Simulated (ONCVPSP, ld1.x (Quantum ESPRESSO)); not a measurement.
**Pseudopotentials across the periodic table**

Generated with ld1.x 7.5 (TM, RRKJ, ultrasoft, PAW), atompaw 4.2 or ONCVPSP 4.0.1. The cutoff is in Ry: for ld1.x and atompaw files where the sum of valence levels is converged to 10 mRy in a Bessel basis, for ONCV files where the hardest occupied wave has 1 mHa per electron of residual kinetic energy. The error is the largest all-electron minus pseudo excitation energy over each file’s own four to seven test configurations (ionisations up to +4, promotions, holes and added fractions of an electron), all of which were solved. The labels leave out finer settings (local radius, basis sizes, second energies), which also bear on the numbers. Spin-polarised tests are not counted. The rows are a selection from randomly drawn settings: files with unsolved tests, undetermined cutoffs or missed reference levels are left out.

A true bound ghost makes a file unfit for plane-wave use even where its test errors are small: the radial tests pick states by their node count and pass the ghost by.

```tsv
element	potential	cutoff (Ry)	largest error (meV)	bound ghosts
Ga	PAW, LDA (PZ), scalar-relativistic, rc 2.10/2.40 (sp), local smoothed, core correction yes, reference 4s2 4p0.5	6	-168	none
Ru	ONCV, BLYP, scalar-relativistic, rc 1.95/1.30/1.30/1.95 (spdf), local d, core correction no, reference 4s2 4p6 4d7 5s1, qcut 6.9/5.1/13.7/5.6, projectors 3/3/0/1	75	+4.4	none
Te	TM, PBE, scalar-relativistic, rc 1.55/2.30/2.20 (spd), local s, core correction no, reference 5s2 5p3	35	+31	none
Lu	ONCV, revPBE, scalar-relativistic, rc 2.15/1.30/2.85/0.95 (spdf), local smoothed, core correction yes, reference 4f14 5s2 5p6 5d1 6s1, qcut 4.6/5.8/6.3/21.7, projectors 2/3/2/1	344	-4.8	s
Ta	TM, PBE, scalar-relativistic, rc 2.60/1.95/2.05 (spd), local d, core correction no, reference 5p6 5d3 6s2 6p0	35	-303	p, s
```

Task: Fill in the row for Mo: ONCV, PBE, fully relativistic, rc 1.80/1.45/2.20 (spd), local smoothed, core correction yes, reference 4s2 4p6 4d5 5s0.5, qcut 6/11.2/7.2, projectors 2/2/2.

Result: cutoff 81 Ry, largest error -1.5 meV, bound ghosts: none.

Task: Fill in the row for O: ONCV, LDA (Perdew-Wang 92), scalar-relativistic, rc 1.00/2.15/2.00 (spd), local smoothed, core correction yes, reference 2s2 2p4, qcut 7/5.9/4.7, projectors 2/2/2.

Result: cutoff 53 Ry, largest error +4054 meV, bound ghosts: none.
